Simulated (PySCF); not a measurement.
Hf(OH)2(H)2 (H4HfO2), SMILES [OH][HfH2][OH], multiplicity 1.

Coordinates come from a PBE0-D3(BJ)/def2-TZVP optimisation. The multiplicity is an assumed one; other spin states were not compared. The def2 effective core potentials stand for the cores of Hf; spin–orbit coupling is left out. Other conformers were not sampled.

Two levels are set side by side: TDA-PBE/def2-SVPD (PySCF) and TDA-B3LYP/def2-SVPD (PySCF). Vertical, same geometry. The lowest singlet is HOMO→LUMO 100 % with PBE and HOMO→LUMO 99 % with the other functional; states are paired by order. Differences are taken from unrounded values.

| quantity | TDA-B3LYP | TDA-PBE | TDA-PBE minus TDA-B3LYP |
|---|---|---|---|
| lowest singlet excitation (eV) | 4.65 | 4.40 | -0.26 |
| lowest triplet excitation (TDA) (eV) | 4.25 | 3.99 | -0.26 |
| first bright state (f over 0.05) (eV) | 5.91 | 5.54 | -0.37 |
| its oscillator strength | 0.06 | 0.05 | -0.01 |

Functionals without exact exchange tend to place singlet excitations lower, as here. Differences between two approximate levels are no errors against the true value.

Rough cost on one machine, each run with all the roots and properties that it gave: TDA-B3LYP against TDA-PBE within a factor of 2.
